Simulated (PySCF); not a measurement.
WOF3, SMILES [F][W]([F])(=[O])[F] (connectivity only; charge and spin as stated), neutral, multiplicity 2. Atoms are numbered in the order given.

```xyz
5

W      0.0033     0.0462     0.0000
O      0.8017     1.5487     0.0000
F     -0.6982    -0.0180     1.7163
F      0.6567    -1.7206     0.0000
F     -0.6982    -0.0180    -1.7163
```
Charge 0, spin multiplicity 2.

The structure is a stationary point at r2SCAN-D4/def2-SVP. The spin state was assumed, not searched. The isomer is the one that the SMILES or the coordinates give; other isomers of the formula were not compared. The def2 effective core potentials stand for the cores of W; spin–orbit coupling is left out.

These are TDA-PBE0/def2-SVPD run with PySCF values and carry that method's errors.

Vertical excitations. The molecule is in vacuum.

Task: List the lowest excited states. (An estimate is asked for; the answer gives what the named calculation found.)

Result: 
| state | energy (eV) | λ (nm) | f | main pairs |
|---|---|---|---|---|
| root 1 | 1.18 | 1052 | 0.000 | α HOMO→LUMO 99 % |
| root 2 | 2.66 | 465 | 0.000 | α HOMO→LUMO+1 99 % |
| root 3 | 2.87 | 432 | 0.000 | α HOMO→LUMO+2 98 % |
| root 4 | 4.77 | 260 | 0.009 | α HOMO→LUMO+3 81 % |
| root 5 | 5.30 | 234 | 0.000 | α HOMO−1→LUMO 55 %, α HOMO−1→LUMO+1 12 %, β HOMO−1→LUMO+1 14 %, β HOMO−1→LUMO+2 8 %, β HOMO→LUMO 7 % |
| root 6 | 5.54 | 224 | 0.004 | α HOMO−1→LUMO 13 %, α HOMO→LUMO+4 7 %, β HOMO→LUMO 67 % |
| root 7 | 5.58 | 222 | 0.000 | α HOMO−2→LUMO 11 %, β HOMO−1→LUMO 75 % |
| root 8 | 5.64 | 220 | 0.032 | α HOMO→LUMO+4 69 %, α HOMO→LUMO+3 14 % |
| root 9 | 5.67 | 218 | 0.000 | α HOMO−2→LUMO 31 %, β HOMO→LUMO+1 47 %, β HOMO−1→LUMO 19 % |
| root 10 | 5.81 | 213 | 0.006 | α HOMO−1→LUMO 27 %, α HOMO−1→LUMO+1 16 %, β HOMO−1→LUMO+1 34 %, β HOMO→LUMO 8 %, β HOMO−1→LUMO+2 8 % |
Unrestricted roots are not spin-pure.
